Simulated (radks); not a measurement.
Question: The bismuth ion Bi10+ is in [Xe] 4f14 5d5. All-electron calculation, scalar-relativistic Kohn-Sham, PBEsol, spin-polarised, spherical densities, finite nucleus; Fermi nuclear charge, rms radius of each element as measured or else 0.836 A^(1/3) + 0.57 fm. Program: a radial shooting solver on a logarithmic mesh with Libxc functionals. Open shells are filled with parallel spins first. One electron is removed from 5d, 5p, 4f, 5s in turn, with full relaxation. Which removal costs least, and what does each cost?

Answer: 5d 187.74 eV; 5p 259.50 eV; 5s 325.83 eV; 4f 335.66 eV. The 5d electron leaves first.
